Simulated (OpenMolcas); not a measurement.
W4+ (d2) among equal point charges was computed by CASSCF with the d shell active (OpenMolcas, ANO-RCC-VDZP on the metal). Its lowest spin-free states, and all those of the highest spin:

```json
{"2S+1": "3", "Degeneracy": "3", "E (cm-1)": "0.0"}
{"2S+1": "3", "Degeneracy": "3", "E (cm-1)": "4562"}
{"2S+1": "3", "Degeneracy": "1", "E (cm-1)": "9931"}
{"2S+1": "1", "Degeneracy": "3", "E (cm-1)": "11315"}
{"2S+1": "1", "Degeneracy": "2", "E (cm-1)": "11853"}
{"2S+1": "3", "Degeneracy": "3", "E (cm-1)": "15628"}
{"2S+1": "1", "Degeneracy": "3", "E (cm-1)": "18492"}
{"2S+1": "1", "Degeneracy": "1", "E (cm-1)": "20145"}
{"2S+1": "1", "Degeneracy": "3", "E (cm-1)": "20402"}
{"2S+1": "1", "Degeneracy": "2", "E (cm-1)": "23527"}
{"2S+1": "1", "Degeneracy": "1", "E (cm-1)": "44379"}
```

Task: Is the site octahedral, tetrahedral or cube-like, axial, or of lower symmetry?

Result: The states with 2S+1 = 3 have orbital degeneracies 3, 3, 1, 3. Threefold states need a cubic site. For d2 at this spin an octahedron puts the threefold T1 below the threefold T2 and a tetrahedron or cube puts the single A2 below the threefold T2, so the site is octahedral. The run had W4+ among 6 point charges of -1 e arranged as an octahedron (Oh), 2.19 Å from the ion.

An orbital triplet at a regular site is open to Jahn-Teller coupling, which can distort the site and quench the lowest spin-orbit gaps and is left out. Without dynamic correlation the repulsion within the d shell is too large (B by tens of per cent), so at a given field states of lower spin stand too high. This field is weak: 10Dq is about 5463 cm-1, while octahedral complexes of 5d ions of charge 3 and more, computed by the same method with explicit ligands, had a median near 35000 cm-1. Ground spin and moment need not be those of a real site. Point charges carry no covalency, so the field is a model and not that of real ligands. No measured value stands beside these numbers.
